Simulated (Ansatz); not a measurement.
Zn₆O₆⁺, a cluster cut from wurtzite ZnO (bare). Charge 1, multiplicity 2. Geometry PBE-D4/def2-SVP.

```xyz
12

Zn   -1.4313   -1.3806   -0.5090
O    -0.4354   -1.9621    1.0342
O     0.1686   -1.4547   -1.7860
Zn    1.2090   -1.6568   -0.1980
Zn    0.0997   -0.4148    2.0061
O     1.9467   -0.3985    1.0364
O    -1.9467    0.3985   -1.0364
Zn   -0.0997    0.4148   -2.0061
Zn   -1.2090    1.6568    0.1980
O    -0.1686    1.4547    1.7860
O     0.4354    1.9621   -1.0342
Zn    1.4313    1.3806    0.5090
```

Single mean-field runs in def2-TZVP are fitted with def2-universal-jkfit. At PBE-D4/def2-TZVP an occupied level of the relaxed charge 1 doublet lies above an empty one (by up to 0.02 eV), so this SCF solution is probably not the lowest. At PBE-D4/def2-TZVP the gap within one spin of the relaxed charge 1 doublet nearly closes, so an electron or hole may be smeared out by delocalisation error. The geometry of the doublet was relaxed on an unsound state (an occupied level 0.05 eV above an empty one).

Question: Estimate the α-spin orbital energies around the gap (eV) in Ansatz with PBE-D4/def2-TZVP, PBE0-D4/def2-TZVP.

Answer: 
```json
{"orbital": "HOMO−5", "PBE-D4/def2-TZVP": "-11.24", "PBE0-D4/def2-TZVP": "-12.71"}
{"orbital": "HOMO−4", "PBE-D4/def2-TZVP": "-11.18", "PBE0-D4/def2-TZVP": "-12.65"}
{"orbital": "HOMO−3", "PBE-D4/def2-TZVP": "-11.02", "PBE0-D4/def2-TZVP": "-12.49"}
{"orbital": "HOMO−2", "PBE-D4/def2-TZVP": "-10.95", "PBE0-D4/def2-TZVP": "-12.39"}
{"orbital": "HOMO−1", "PBE-D4/def2-TZVP": "-10.79", "PBE0-D4/def2-TZVP": "-12.15"}
{"orbital": "HOMO", "PBE-D4/def2-TZVP": "-10.49", "PBE0-D4/def2-TZVP": "-11.88"}
{"orbital": "LUMO", "PBE-D4/def2-TZVP": "-8.04", "PBE0-D4/def2-TZVP": "-6.99"}
{"orbital": "LUMO+1", "PBE-D4/def2-TZVP": "-6.48", "PBE0-D4/def2-TZVP": "-5.44"}
{"orbital": "LUMO+2", "PBE-D4/def2-TZVP": "-6.44", "PBE0-D4/def2-TZVP": "-5.37"}
{"orbital": "LUMO+3", "PBE-D4/def2-TZVP": "-6.34", "PBE0-D4/def2-TZVP": "-5.26"}
{"orbital": "LUMO+4", "PBE-D4/def2-TZVP": "-5.88", "PBE0-D4/def2-TZVP": "-4.80"}
{"orbital": "LUMO+5", "PBE-D4/def2-TZVP": "-5.82", "PBE0-D4/def2-TZVP": "-4.72"}
{"orbital": "β HOMO", "PBE-D4/def2-TZVP": "-10.34", "PBE0-D4/def2-TZVP": "-11.25"}
{"orbital": "β LUMO", "PBE-D4/def2-TZVP": "-10.35", "PBE0-D4/def2-TZVP": "-9.97"}
```
